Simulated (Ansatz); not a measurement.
CH5NO2Sn, SMILES `O=C[NH][SnH2][OH]`, relaxed with RKS PBE-D4/def2-SVP in the Gaussian-basis code of Ansatz from a rough embedded geometry. The force threshold is 0.03 eV/Å; the program also tests the step.

The species carries charge 0 and has multiplicity 1. Sn takes the def2 core potential.

Start:

```xyz
10

O     1.918   -0.786   -0.511
C     1.772    0.392   -0.287
N     0.459    0.878   -0.142
Sn   -1.242   -0.250   -0.210
O    -1.121   -1.706    1.160
H     2.631    1.062   -0.205
H     0.305    1.956    0.046
H    -2.667    0.682    0.020
H    -1.232   -1.042   -1.831
H    -0.822   -1.187    1.961
```

```json
{"step": "1", "energy (eV)": "-12521.2429", "largest force (eV/Å)": "2.885", "largest move (Å)": "0.000"}
{"step": "2", "energy (eV)": "-12521.6316", "largest force (eV/Å)": "1.221", "largest move (Å)": "0.195"}
{"step": "3", "energy (eV)": "-12521.6893", "largest force (eV/Å)": "1.311", "largest move (Å)": "0.093"}
{"step": "4", "energy (eV)": "-12521.7225", "largest force (eV/Å)": "0.351", "largest move (Å)": "0.200"}
{"step": "5", "energy (eV)": "-12521.7434", "largest force (eV/Å)": "0.663", "largest move (Å)": "0.143"}
{"step": "6", "energy (eV)": "-12521.7500", "largest force (eV/Å)": "0.187", "largest move (Å)": "0.041"}
{"step": "7", "energy (eV)": "-12521.7591", "largest force (eV/Å)": "0.287", "largest move (Å)": "0.123"}
{"step": "8", "energy (eV)": "-12521.7811", "largest force (eV/Å)": "0.288", "largest move (Å)": "0.147"}
{"step": "9 (rejected)", "energy (eV)": "-12521.7802", "largest force (eV/Å)": "1.612", "largest move (Å)": "0.194"}
{"step": "10", "energy (eV)": "-12521.8006", "largest force (eV/Å)": "0.201", "largest move (Å)": "0.097"}
{"step": "11", "energy (eV)": "-12521.8154", "largest force (eV/Å)": "0.568", "largest move (Å)": "0.088"}
{"step": "12", "energy (eV)": "-12521.8167", "largest force (eV/Å)": "1.373", "largest move (Å)": "0.146"}
{"step": "13", "energy (eV)": "-12521.8481", "largest force (eV/Å)": "1.009", "largest move (Å)": "0.052"}
{"step": "14", "energy (eV)": "-12521.8885", "largest force (eV/Å)": "0.475", "largest move (Å)": "0.195"}
{"step": "15", "energy (eV)": "-12521.9123", "largest force (eV/Å)": "0.067", "largest move (Å)": "0.138"}
{"step": "16", "energy (eV)": "-12521.9132", "largest force (eV/Å)": "0.063", "largest move (Å)": "0.032"}
{"step": "17 (rejected)", "energy (eV)": "-12521.9128", "largest force (eV/Å)": "0.121", "largest move (Å)": "0.036"}
{"step": "18", "energy (eV)": "-12521.9136", "largest force (eV/Å)": "0.018", "largest move (Å)": "0.018"}
```

End:

```xyz
10

O     1.495   -0.863   -0.046
C     1.530    0.377   -0.105
N     0.407    1.108   -0.242
Sn   -1.237   -0.241   -0.270
O    -1.123   -1.368    1.377
H     2.500    0.943   -0.049
H     0.458    2.131   -0.232
H    -2.626    0.754   -0.029
H    -1.190   -1.107   -1.761
H    -0.214   -1.733    1.355
```

Run time 21 s (4 threads of an Arm Neoverse V2 on a shared host); peak host memory 0.16 GiB.
